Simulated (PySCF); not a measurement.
Start geometry of cyclo-(Me2SiS)4 (C8H24S4Si4) from a GFN2-xTB structure with every atom displaced at random (by about 0.03 Å) (Å):
```
atom  x, y, z in Å
Si1    2.1833    0.0944    1.1739
C2     3.4367   -0.1942   -0.1459
C3     2.7650    0.5241    2.8603
S4     1.0177   -1.6276    1.2408
Si5   -1.0930   -1.0902    1.8503
C6    -1.9063   -2.7033    2.3534
C7    -1.0395    0.1981    3.2844
S8    -2.1906   -0.1325    0.2725
Si9   -1.5448   -0.9585   -1.5407
C10   -1.2834   -2.8556   -1.4751
C11   -2.8911   -0.4637   -2.8266
S12    0.3915   -0.1491   -2.1945
Si13   0.4163    1.9071   -1.4702
C14    1.9005    2.6533   -2.3731
C15   -1.1410    2.7905   -1.6400
S16    0.9438    1.9782    0.7067
H17    4.0541   -1.0064    0.1491
H18    2.9802   -0.3856   -1.0873
H19    4.1131    0.6461   -0.2473
H20    3.5308    1.3034    2.8454
H21    3.2037   -0.3672    3.2872
H22    2.0834    0.8383    3.5351
H23   -2.9487   -2.5680    2.3858
H24   -1.5262   -3.0572    3.2952
H25   -1.6480   -3.5255    1.6340
H26   -2.1130    0.4636    3.6050
H27   -0.6283    1.0860    3.0092
H28   -0.4899   -0.1443    4.1737
H29   -2.1696   -3.3708   -1.2021
H30   -1.0273   -3.1986   -2.5240
H31   -0.4924   -3.1054   -0.8072
H32   -3.7611   -1.0561   -2.7500
H33   -3.1090    0.6352   -2.7411
H34   -2.5145   -0.6481   -3.8572
H35    2.8173    2.0259   -2.4035
H36    2.2302    3.5976   -1.9442
H37    1.6874    2.8859   -3.3872
H38   -1.3948    2.7826   -2.6907
H39   -1.0310    3.8628   -1.3691
H40   -1.8840    2.3981   -1.0920
```

Q: What comes out of this run: PBE0-D3(BJ)/def2-SVP geometry optimisation, gas phase (PySCF 2.14.0)?

A: 
```
atom  x, y, z in Å
Si1    2.056    0.116    1.189
C2     3.447   -0.247   -0.003
C3     2.704    0.437    2.915
S4     0.836   -1.673    1.222
Si5   -1.127   -1.037    1.822
C6    -2.009   -2.630    2.255
C7    -1.130    0.154    3.260
S8    -2.225   -0.041    0.242
Si9   -1.522   -0.898   -1.599
C10   -1.381   -2.760   -1.566
C11   -2.773   -0.332   -2.870
S12    0.439   -0.186   -2.184
Si13   0.586    1.819   -1.420
C14    2.067    2.537   -2.308
C15   -0.941    2.855   -1.705
S16    0.943    1.893    0.716
H17    4.031   -1.107    0.363
H18    3.051   -0.497   -0.998
H19    4.118    0.622   -0.082
H20    3.384    1.304    2.916
H21    3.254   -0.446    3.278
H22    1.880    0.641    3.615
H23   -3.052   -2.413    2.533
H24   -1.510   -3.126    3.102
H25   -2.017   -3.324    1.402
H26   -2.168    0.347    3.575
H27   -0.671    1.112    2.974
H28   -0.580   -0.277    4.111
H29   -2.340   -3.210   -1.267
H30   -1.121   -3.125   -2.572
H31   -0.593   -3.077   -0.868
H32   -3.768   -0.745   -2.641
H33   -2.849    0.764   -2.893
H34   -2.466   -0.677   -3.870
H35    2.969    1.933   -2.130
H36    2.260    3.559   -1.945
H37    1.884    2.574   -3.394
H38   -1.197    2.874   -2.776
H39   -0.747    3.888   -1.373
H40   -1.793    2.462   -1.131
```

The energy falls by 154.5 kJ/mol over 11 energy and gradient evaluations, the largest force component goes from 0.0610 to 2.4e-04 Eh/bohr, and the atoms move by 0.143 Å rms after alignment. The bond that changes most is Si1–S16 (ends: silicon bonded to 2 C and 2 S; sulfur bonded to 2 Si), which shortens by 0.153 Å. Bonds longer at the end by more than 0.005 Å: 22 of 40; shorter: 16. Among the angles that change most is C2–Si1–C3, from 118.6° to 111.4°. Among the dihedrals that turn most is C7–Si5–C6–H25, from -162° to 179°. Rotational constants go from 282.1, 279.5, 194.3 to 286.8, 286.6, 197.5 MHz. The orientation of the end geometry is arbitrary; only internal coordinates are fixed.

The run used 376 basis functions and 72 SCF cycles in all. Hardware: 2 threads of an Intel Xeon 6975P-C, no GPU (shared host). Cost: 16 min wall, 33 min CPU, 4.3 GiB resident at most.

Stationary, but not proved a minimum. One conformer, not necessarily the lowest.
